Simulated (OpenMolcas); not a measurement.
What dynamic correlation does to the levels of Sr

* Program: OpenMolcas
* Basis: ANO-RCC-VTZP [7s6p3d1f]
* Scalar Hamiltonian: DKH2, point nucleus
* Active space: 2 electrons in 4 orbitals (5s 5p)
* State averaging: 2S+1 = 3 even, 3 roots; 2S+1 = 1 even, 6 roots; 2S+1 = 3 odd, 3 roots; 2S+1 = 1 odd, 3 roots
* Spin-orbit coupling: RASSI with atomic mean-field integrals over the reference wave functions, term energies averaged over their components

Methods on the same reference wave functions:
A. CASSCF
B. SS-CASPT2, IPEA 0.25 Eh, imaginary shift 0.1 Eh (closed shells correlated: 4s 4p)
C. XMS-CASPT2, IPEA 0.25 Eh, imaginary shift 0.1 Eh (closed shells correlated: 4s 4p)

Energies in cm-1 above 5s2 1S0, the measured ground level; measured values from NIST Handbook of Basic Atomic Spectroscopic Data.

```csv
Level,A,B,C,Measured
5s2 1S0,0.0,0.0,0.0,0.0
5s 5p 3P* 0,12343,13860,14360,14318
5s 5p 3P* 1,12484,14010,14500,14504
5s 5p 3P* 2,12770,14290,14780,14899
5s 5p 1P* 1,26535,25090,25240,21698
5p2 3P0,35291,37690,38110,35193
5p2 3P1,35422,37830,38240,35400
5p2 3P2,35677,38070,38440,35675
5p2 1D2,40197,39720,39020,
```

Deviations, from unrounded energies. A percentage is the sum of absolute deviations over the sum of measured energies, with the sign that they share, or ± where signs differ.

```csv
Against measurement,Levels,A,B,C
mean absolute deviation (cm-1),7,1600,1800,1700
other configurations (%),7,±6.5,±7.1,±7.1
```

A lies closest to measurement on these levels and B furthest from it. The largest miss of A in the table is 5s 5p 1P* 1, by +4800 cm-1. The ranking rests on the paired levels alone, and a cruder setting can come out closer through cancelling errors.

Between B and C the level of the table that moves most is 5p2 1D2, by 700 cm-1 (lowest in C, highest in B). Moves below CASPT2's spread within the term are not significant.

The two smallest mean deviations differ by little beside CASPT2's spread within terms, so their order carries little weight.

The lowest spin-free term lies below A's lowest term by 0.196 hartree in B, 0.199 hartree in C.

Term energies are means over components that CASPT2 splits; among the terms shown or strongly mixed into the levels shown the widest spread is 220 cm-1 (5p2 1D, C). The ¹D term of p² mixes with s d, which this space lacks. Without dynamic correlation excited terms often stand tens of per cent too high (terms of higher spin than the ground term too low), and those without a measured partner can miss by more than the paired ones (holds for A). Measured partners are found by configuration, term and J. A level has none where our copy of the source lacks it or the pairing is in doubt (some pairs that miss far off the trend of their configuration count as doubtful), and it then counts in no deviation. Only configurations of the active space appear.

* marks odd parity.
